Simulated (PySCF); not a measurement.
A geometry optimisation on `[SiH3]C1=CBC=C1`.

Computed with BHandHLYP/cc-pVDZ geometry optimisation, gas phase (PySCF 2.14.0). Start geometry: GFN2-xTB. The input is one job of a driver script: a line of settings, then coordinates in Å.

Input:
```
{"job": {"xc": "BHandHLYP", "basis": "cc-pVDZ", "grid": 1, "kind": "geom"}, "charge": 0, "multiplicity": 1}
Si     2.187669     0.117959     0.019195
C      0.322624    -0.091364     0.023870
C     -0.396958    -1.212331     0.215398
B     -1.922919    -0.851265     0.116852
C     -1.886300     0.694970    -0.165558
C     -0.603760     1.063272    -0.207253
H      2.557125     1.100764     1.044110
H      2.604837     0.620920    -1.294552
H      2.826348    -1.169598     0.293096
H      0.070457    -2.166611     0.402336
H     -2.849349    -1.550626     0.224937
H     -2.699240     1.389230    -0.308862
H     -0.214922     2.055166    -0.381297
```

Output:
```
step   0  E = -470.80151817  max force = 0.014181
step   1  E = -470.80360314  max force = 0.002382
step   2  E = -470.80349226  max force = 0.004365
step   3  E = -470.80362223  max force = 0.001821
step   4  E = -470.80365503  max force = 0.000696
step   5  E = -470.80366461  max force = 0.000457
step   6  E = -470.80366987  max force = 0.000376
optimisation converged
```

Energies in Eh; «max force» is the largest Cartesian gradient component in Eh/bohr.

How much energy does the optimisation release, in kJ/mol?

E(step 0) − E(last step) = 0.002152 Eh, which is 5.6 kJ/mol.

At which steps does the energy rise by more than 1e-5 Eh?

At step 2 (+0.11 mEh).

Main results: final energy -470.80367 Eh after 6 steps; dipole 0.43 D.

Give the final coordinates.

0.048 Å rms from the input after alignment:
```
atom  x, y, z in Å
Si1    2.2239    0.0336   -0.1407
C2     0.3536   -0.1197   -0.1134
C3    -0.3463   -1.2438    0.1147
B4    -1.8833   -0.8673    0.0287
C5    -1.8881    0.6741   -0.2754
C6    -0.6041    1.0404   -0.3484
H7     2.6735    1.0098    0.8889
H8     2.6795    0.5319   -1.4670
H9     2.8254   -1.2956    0.1303
H10    0.1201   -2.2029    0.3091
H11   -2.8209   -1.5970    0.1567
H12   -2.7136    1.3613   -0.4145
H13   -0.2392    2.0441   -0.5512
```

Hardware: an Arm Neoverse V1 with one thread, no GPU, shared host with 32 logical CPUs at a one-minute load of 16. Cost: 31 s of wall time, 0.54 GiB resident at most.
Labels such as C1 count atoms from 1, the log's own numbers from 0.
